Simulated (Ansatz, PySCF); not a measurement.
H5P, SMILES [H][P@TB7]([H])([H])([H])[H]. Atoms are numbered in the order given.

```xyz
6

P      0.0000     0.0000     0.0000
H      0.0000     0.0000     1.4812
H      0.0000     0.0000    -1.4812
H      1.4274     0.0000     0.0000
H     -0.7137     1.2362     0.0000
H     -0.7137    -1.2362     0.0000
```
Charge 0, spin multiplicity 1.

The structure is a stationary point at PBE0-D3(BJ)/def2-TZVPD.

Two levels are set side by side: PBE-D3(BJ)/def2-TZVPD (Ansatz, a quantum-chemistry and plane-wave program) and PBE0-D3(BJ)/def2-TZVPD (PySCF). Each level has its own optimised geometry; the coordinates shown are those of the second. Frequencies come from the Hessian of PySCF at each geometry. Differences are taken from unrounded values.

```json
[
 {"quantity": "mean bond length (Å)", "PBE0-D3(BJ)": "1.449"},
 {"quantity": "bond P1–H2 (Å)", "PBE0-D3(BJ)": "1.481"},
 {"quantity": "bond P1–H3 (Å)", "PBE0-D3(BJ)": "1.481"},
 {"quantity": "bond P1–H4 (Å)", "PBE0-D3(BJ)": "1.427"},
 {"quantity": "bond P1–H5 (Å)", "PBE0-D3(BJ)": "1.427"},
 {"quantity": "bond P1–H6 (Å)", "PBE0-D3(BJ)": "1.427"},
 {"quantity": "highest harmonic wavenumber (cm⁻¹)", "PBE0-D3(BJ)": "2324"},
 {"quantity": "mean harmonic wavenumber (cm⁻¹)", "PBE0-D3(BJ)": "1529"},
 {"quantity": "zero-point energy (kcal/mol)", "PBE0-D3(BJ)": "26.22"}
]
```

### Question
What does PBE-D3(BJ) give, and how far is it from PBE0-D3(BJ)? (Estimate from the structure and the level; the computed values follow.)

### Answer

```json
[
 {"quantity": "mean bond length (Å)", "PBE-D3(BJ)": "1.461", "PBE-D3(BJ) minus PBE0-D3(BJ)": "0.012"},
 {"quantity": "bond P1–H2 (Å)", "PBE-D3(BJ)": "1.492", "PBE-D3(BJ) minus PBE0-D3(BJ)": "0.011"},
 {"quantity": "bond P1–H3 (Å)", "PBE-D3(BJ)": "1.492", "PBE-D3(BJ) minus PBE0-D3(BJ)": "0.011"},
 {"quantity": "bond P1–H4 (Å)", "PBE-D3(BJ)": "1.440", "PBE-D3(BJ) minus PBE0-D3(BJ)": "0.013"},
 {"quantity": "bond P1–H5 (Å)", "PBE-D3(BJ)": "1.440", "PBE-D3(BJ) minus PBE0-D3(BJ)": "0.013"},
 {"quantity": "bond P1–H6 (Å)", "PBE-D3(BJ)": "1.440", "PBE-D3(BJ) minus PBE0-D3(BJ)": "0.013"},
 {"quantity": "highest harmonic wavenumber (cm⁻¹)", "PBE-D3(BJ)": "2224", "PBE-D3(BJ) minus PBE0-D3(BJ)": "-100"},
 {"quantity": "mean harmonic wavenumber (cm⁻¹)", "PBE-D3(BJ)": "1466", "PBE-D3(BJ) minus PBE0-D3(BJ)": "-62"},
 {"quantity": "zero-point energy (kcal/mol)", "PBE-D3(BJ)": "25.15", "PBE-D3(BJ) minus PBE0-D3(BJ)": "-1.07"}
]
```

GGA bonds tend to be longer and softer than those of functionals with exact exchange. Differences between two approximate levels are no errors against the true value.
